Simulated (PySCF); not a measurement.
One entry of a table of gas-phase calculations, keyed by method. Lists by class give the value and the number of equivalent atoms.

```json
{
 "formula": "C3H6FO2S2",
 "smiles": "CS(=O)(=O)CS[CH]F",
 "inchi": "InChI=1S/C3H6FO2S2/c1-8(5,6)3-7-2-4/h2H,3H2,1H3",
 "charge": 0,
 "multiplicity": 2,
 "geometry_level": "GFN2-xTB",
 "atoms_angstrom": [
  ["C", -2.141, 0.046, -0.02],
  ["S", -0.884, -1.211, -0.356],
  ["O", -1.139, -2.36, 0.462],
  ["O", -0.762, -1.395, -1.77],
  ["C", 0.667, -0.465, 0.264],
  ["S", 0.868, 1.169, -0.5],
  ["C", 2.523, 1.444, -0.138],
  ["F", 2.952, 1.107, 1.096],
  ["H", -3.104, -0.408, -0.222],
  ["H", -1.97, 0.887, -0.678],
  ["H", -2.071, 0.329, 1.022],
  ["H", 0.6, -0.386, 1.346],
  ["H", 1.49, -1.111, -0.03],
  ["H", 2.97, 2.352, -0.508]
 ],
 "electronic_structure_code": "PySCF",
 "results": {
  "GFN2-xTB geometry": {
   "point_group": "C1",
   "rotational_constants_GHz": [3.083, 0.772, 0.726]
  },
  "UKS B3LYP, pcH-1 on C F H O S, non-relativistic, mean-field spin-orbit, GIAO": {
   "g_iso": 2.00466,
   "g_tensor": [2.00172, 2.00491, 2.00733],
   "s2": 0.754,
   "a_iso_by_class_MHz": [
    ["13C", 276.0, 1],
    ["19F", 231.1, 1],
    ["1H", -27.8, 1],
    ["13C", 24.1, 1],
    ["1H", 6.6, 2]
   ],
   "spin_populations_mulliken_by_atom": [0.0, 0.0, 0.0, 0.0, 0.01, 0.13, 0.8, 0.06, 0.0, 0.0, 0.0, 0.0, 0.01, -0.03]
  }
 }
}
```

g_iso is shifted by about +2340 ppm from the free-electron value 2.002319; the principal values span 0.0056. ⟨S²⟩ is 0.004 above the pure-spin value S(S + 1) = 0.75. The rotational constants make it an asymmetric top with κ = (2B − A − C)/(A − C) = -0.96, nearer the prolate limit (−1). At 9.50 GHz, hν = g·μB·B₀ (B₀ the magnetic field) puts the centre of the isotropic spectrum, to first order, at 338.6 mT. With B = h/(8π²I), that is 505.379 GHz u Å² over I, the principal moments of inertia are 163.9, 654.5 and 695.9 u Å² (most abundant isotopes); the inertial defect Ic − Ia − Ib is -122.5 u Å² (zero for a rigid planar frame, negative otherwise).

Hyperfine couplings depend on the geometry, which wasn't re-optimised at a DFT level. Couplings of like nuclei are plain means over topologically equivalent atoms, as if these changed places fast (by rotation of a methyl-like group, say); in this geometry the members of some sets differ.

The values belong to the conformer `[CH3:1][S:2](=[O:3])(=[O:4])[CH2:5][S:6][CH:7][F:8]`: C1–S2–C5–S6 -53°, S2–C5–S6–C7 -165°, C5–S6–C7–F8 -42°.
